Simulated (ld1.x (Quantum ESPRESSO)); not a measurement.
## Sc: one change to a PAW potential, before and after

ld1.x (Quantum ESPRESSO) 7.5 input, shortened:

```
&input
   title='Sc', zed=21., rel=1, dft='REVPBE', iswitch=3,
   config='[Ar] 3d0 4s0 4p0'
 /
 &inputp
   pseudotype=3, lpaw=.true., tm=.true., lloc=-1, rcloc=1.90,
   nlcc=.false.,
   which_augfun='BESSEL', rmatch_augfun=1.40
 /
6
3S  1  0   2.00   0.00  1.55  1.90  0.0
4S  2  0   0.00   0.00  1.55  1.90  0.0
3P  2  1   6.00   0.00  1.45  1.70  0.0
4P  3  1   0.00   0.00  1.45  1.70  0.0
3D  3  2   0.00   0.00  1.75  2.30  0.0
3D  3  2   0.00   2.55  1.75  2.30  0.0
 &test
   configts(1)='3s2 3p6 3d0 4s0 4p0'
 /
```

All-electron outer shells of the reference configuration (revPBE, scalar-relativistic, ld1.x):

| shell | level (eV) | outermost node (bohr) | outermost maximum (bohr) |
| --- | --- | --- | --- |
| 2p | -421.32 | – | 0.23 |
| 3s | -86.45 | 0.42 | 0.92 |
| 3p | -64.58 | 0.39 | 0.96 |
| 3d | -32.23 | – | 1.02 |
| 4s | -25.02 | 1.27 | 2.54 |
| 4p | -19.88 | 1.38 | 2.84 |

Change: waves 3p (bound): rcut 1.45, rcutus 2.34 bohr; 4p (bound): rcut 1.45, rcutus 2.34 bohr.

Cutoffs: the cutoffs (Ry, on a coarse ladder) from which the occupation-weighted sum of valence levels, in a spherical-Bessel basis at the reference potential, stays within 10 and 1 mRy of its value at 400 Ry; they do not see the model core or the augmentation charge, which bear on the density cutoff. Errors are all-electron minus pseudo energies relative to the spin-unpolarised reference configuration.

Q: What does the change do?

A: The potential gets softer (30 Ry and 50 Ry → 15 Ry and 30 Ry); of the 7 tests that both files solve, the error grows in 6 and shrinks in 1 by more than 15 % and 0.3 meV (median size 1.3 → 17.8 meV); neither file shows a bound ghost. A larger radius leaves more room for a smooth pseudo-wave, so fewer plane waves are needed.

```csv
quantity,base,changed
"cutoff, loose",30 Ry,15 Ry
"cutoff, tight",50 Ry,30 Ry
loose cutoff by channel (10 mRy a level),"s 12 Ry, p 25 Ry","s 12 Ry, p 12 Ry"
bound ghosts,none,none
"error for 3s2 3p6 3d1 4s2 4p0, meV [ΔE -44.27 eV]",-1.3,-1.0
"error for 3s2 3p6 3d1 4s1 4p0, meV [ΔE -37.44 eV]",-0.5,-8.8
"error for 3s2 3p6 3d1 4s0 4p0, meV [ΔE -24.80 eV]",+0.4,-18
"error for 3s2 3p6 3d2 4s0 4p0, meV [ΔE -36.79 eV]",-2.9,-27
"error for 3s2 3p6 3d0 4s2 4p0, meV [ΔE -35.94 eV]",+0.8,+14
"error for 3s1 3p6 3d1 4s2 4p0, meV [ΔE 17.76 eV]",-11,+23
"error for 3s2 3p6 3d0 4s2 4p1, meV [ΔE -40.85 eV]",+1.5,+19
lowest overlap eigenvalue by channel,"s 0.04, p 0.21, d 0.80","s 0.04, p 0.71, d 0.80"
```
